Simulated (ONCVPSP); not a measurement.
# iodine ONCV: all-electron and pseudo phase curves

I, optimised norm-conserving Vanderbilt (ONCV), made with ONCVPSP 4.0.1 (LDA (Perdew-Wang 92), fully relativistic). Core [Kr], reference 4d10 5s2 5p3.5 (charge +1.5). Waves: 5s: rc 1.80 bohr, ncon 5, nbas 10, qcut 2.8 1/bohr, 3 projectors, debl 0.5 Ha; 5p: rc 1.80 bohr, ncon 4, nbas 7, qcut 5.3 1/bohr, 2 projectors, debl 2 Ha; 4d: rc 1.10 bohr, ncon 3, nbas 8, qcut 15.3 1/bohr, 3 projectors, debl 2.6 Ha. Local part: polynomial inside 0.75 bohr (lpopt 5, dvloc0 0 Ha). Core correction: none.

Open shells are filled in proportion to 2j + 1.

In the s channel the program set the typed energies aside and used -1.150, 0.250, 0.750 Ha.

The phase is arctan(r·R′/R) of the radial function R(r), unwrapped; energies in Ha, scanned from -4 to 5 Ha. A pole is an energy at which the radial function vanishes at the test radius. The pseudo phase is shifted by a multiple of π to meet the all-electron one at the reference energy, and phase errors are pseudo minus all-electron; the curves can meet again beyond the range given. Levels narrower than the energy grid can be missing from the lists of poles.

Q: For each channel, where are the poles, and over which energies does the pseudopotential scatter like the atom?

A:

```csv
channel,radius (bohr),reference energy (Ha),"poles, all-electron","poles, pseudo",unbroken range about the reference energy with phases within 0.05 rad,phase error 1 Ha above the reference energy (rad)
s,1.83,-1.15,1.19,1.19,below 4.8,+0.000
p3/2,1.83,-0.72,2.39,2.37,below 3.8,-0.000
p1/2,1.83,-0.77,2.10,2.09,below 4.0,-0.000
d5/2,1.12,-2.37,0.24,0.24,the whole range,+0.000
d3/2,1.12,-2.43,0.10,0.10,the whole range,+0.000
```

Note: ghosts flagged at negative energy: s at -457.1 eV, s at -171.4 eV, p3/2 at -162.8 eV, p1/2 at -177.1 eV; GHOST(+) flagged for s at 170.0 eV. A true bound ghost makes a file unfit for plane-wave use.

Phases in the d3/2 channel:

```
E (Ha)  all-electron  pseudo
 -3.98        -0.168  -0.168
 -3.50        -0.606  -0.606
 -3.02        -0.930  -0.929
 -2.54        -1.140  -1.140
 -2.06        -1.279  -1.279
 -1.58        -1.376  -1.376
 -1.10        -1.448  -1.448
 -0.62        -1.504  -1.504
 -0.14        -1.550  -1.550
  0.34        -1.590  -1.590
  0.82        -1.626  -1.626
  1.30        -1.660  -1.660
  1.78        -1.693  -1.693
  2.26        -1.726  -1.726
  2.74        -1.762  -1.762
  3.22        -1.800  -1.800
  3.70        -1.844  -1.844
  4.18        -1.896  -1.896
  4.66        -1.959  -1.959
```
